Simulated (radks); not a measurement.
The numbers below are computed, except where a source is named.
Charge is removed step by step from the 2p1/2 level of the fluorine ion F3+, starting from [He] 2s2 2p(1/2: 2, 3/2: 0). Code: a radial shooting solver on a logarithmic mesh with Libxc functionals. Model: Dirac Kohn-Sham, PBE, spin-unpolarised, spherical densities, finite nucleus; Fermi nuclear charge, rms radius 2.8976 fm.

removed (e)	E - E(0) (eV)	eigenvalue (eV)	E minus straight line (eV)
0	0.000	-72.806	0.000
0.25	18.996	-79.193	-2.468
0.5	39.610	-85.749	-3.319
0.75	61.884	-92.469	-2.509
1	85.858	-99.350	0.000

Removing the whole electron costs 85.858 eV by Delta-SCF, against 72.806 eV from minus the eigenvalue at the starting occupation. Slater's transition state (half an electron removed) gives 85.749 eV. Integrating minus the eigenvalue over the occupation (Janak's theorem) gives 85.858 eV. The mean slope of the eigenvalue, de/dn, is 26.5 eV per electron. Ionisation energy of F3+ in the NIST Atomic Spectra Database: 87.18 eV (semi-empirical).

Beside tabulated values, note that spin-unpolarised runs miss the spin-polarisation part of the exchange energy of open shells.
